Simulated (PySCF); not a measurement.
CH8Si2. Atoms are numbered in the order given.

```xyz
11

Si     1.4664     0.6553    -0.0051
C      0.2537    -0.7934    -0.1379
Si    -1.5712    -0.3275     0.0624
H      2.8874     0.1857    -0.1741
H      1.1733     1.6795    -1.0687
H      1.3408     1.3190     1.3403
H      0.5151    -1.5491     0.6340
H      0.3902    -1.2827    -1.1264
H     -1.9743     0.6672    -0.9933
H     -1.8053     0.2935     1.4136
H     -2.4541    -1.5410    -0.0641
```

Geometry: PBE-D3(BJ)/def2-SVP.

All values below come from TDDFT-M06-2X/def2-SVPD run with PySCF 2.14.0.

Vertical excitations. 

Computed lowest excited states:
```tsv
state	energy (eV)	λ (nm)	f	main pairs
S1	7.80	159	0.044	HOMO→LUMO 89 %
S2	8.18	152	0.000	HOMO−1→LUMO 84 %
S3	8.34	149	0.082	HOMO→LUMO+3 71 %, HOMO→LUMO+1 16 %
S4	8.53	145	0.025	HOMO−2→LUMO 75 %
S5	8.54	145	0.000	HOMO−3→LUMO 76 %
S6	8.59	144	0.175	HOMO→LUMO+1 50 %, HOMO→LUMO+3 21 %
S7	8.71	142	0.036	HOMO−1→LUMO+3 66 %, HOMO−1→LUMO+1 26 %
S8	8.75	142	0.000	HOMO→LUMO+4 78 %
S9	8.84	140	0.000	HOMO−3→LUMO+3 39 %, HOMO−1→LUMO+4 22 %, HOMO→LUMO+5 12 %, HOMO−3→LUMO+1 11 %
S10	8.86	140	0.051	HOMO→LUMO+2 67 %, HOMO−1→LUMO+1 16 %
T1	7.42	167	0	HOMO→LUMO 79 %
T2	7.87	157	0	HOMO−1→LUMO 71 %
T3	7.88	157	0	HOMO→LUMO+3 50 %, HOMO→LUMO+1 31 %
T4	8.20	151	0	HOMO−2→LUMO 70 %, HOMO−3→LUMO+6 12 %
```
Triplets are in the Tamm–Dancoff approximation, which puts them higher than full response would, so one can lie above its singlet here.
